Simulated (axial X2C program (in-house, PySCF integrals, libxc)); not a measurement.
# Curves of FRhF⁺ from open-shell CI on d6 s0 p(π)0

Calculated with an axial X2C code built on PySCF integrals: two-component X2C with atomic mean-field Coulomb and Gaunt terms, basis F dyall-v3z, Rh dyall-v3z (cores contracted in-house). Orbitals come from Hartree–Fock averaged over the configuration Rh d6 s0 p(π)0; CI then distributes these electrons over the d, s, p(π) shells of Rh.

Scan along the symmetric stretch (R is each bond); masses F 18.998 u, Rh 102.906 u, F 18.998 u. Energies in cm⁻¹ from the lowest point; levels are followed by energy order within each Ω. Lowest level at 1.819 Å: 100% d6.

| R (Å) | (1)Ω=4 | (1)Ω=3 | (1)Ω=2 | (1)Ω=1 | (1)Ω=0 |
| --- | --- | --- | --- | --- | --- |
| 1.692 | 4138 | 4813 | 5431 | 6003 | 6460 |
| 1.755 | 511 | 1209 | 1836 | 2413 | 2921 |
| 1.819 | 0 | 705 | 1336 | 1916 | 2440 |
| 1.892 | 2202 | 2903 | 3533 | 4117 | 4653 |
| 1.965 | 6455 | 7144 | 7772 | 8359 | 8908 |
| 2.046 | 12731 | 13402 | 14025 | 14618 | 15181 |
| 2.146 | 21751 | 22394 | 23009 | 23610 | 24197 |

Q: Fit the curves (1)Ω=4, (1)Ω=3, (1)Ω=2, (1)Ω=1, (1)Ω=0 near their minima.

A: From the open-shell CI curves, Te from the lowest:

| level | Te (cm⁻¹) | Re (Å) | ωe (cm⁻¹) |
| --- | --- | --- | --- |
| (1)Ω=4 | 0 | 1.799 | 743.0 |
| (1)Ω=3 | 704 | 1.798 | 741.4 |
| (1)Ω=2 | 1334 | 1.798 | 740.9 |
| (1)Ω=1 | 1913 | 1.798 | 741.0 |
| (1)Ω=0 | 2434 | 1.798 | 740.2 |

Without dynamic correlation distances can be off by several hundredths of an Å (long for ionic bonds, short for multiple bonds) and the wavenumbers are rough.

The 5 lowest curves are shown; the next is (2)Ω=0, from 2482 cm⁻¹.

There is no dynamic correlation: spin–orbit spacings and, for f shells, spacings inside one term are the most reliable numbers, splittings between terms come out too wide, and energies between configurations are not reliable, so the lowest level need not be the ground state of the molecule. For d shells the ligand-field splittings (σ, π, δ) and their order can be off by a thousand cm⁻¹ or more. At most 4 roots were kept for each Ω > 0 (twice that for Ω = 0) within 3.2 eV of the lowest, so higher up levels can be missing between those listed; levels with Ω > 0 are doubly degenerate and listed once, Ω = 0 levels singly. The open spinors mix strongly with ligand orbitals, which this small active space describes poorly. Some active spinors are only partly of the character that their shell is named for, so the shell names and counts are nominal. States that fill the shells left empty in the average are placed too high. The molecule was held linear; bending was not examined.
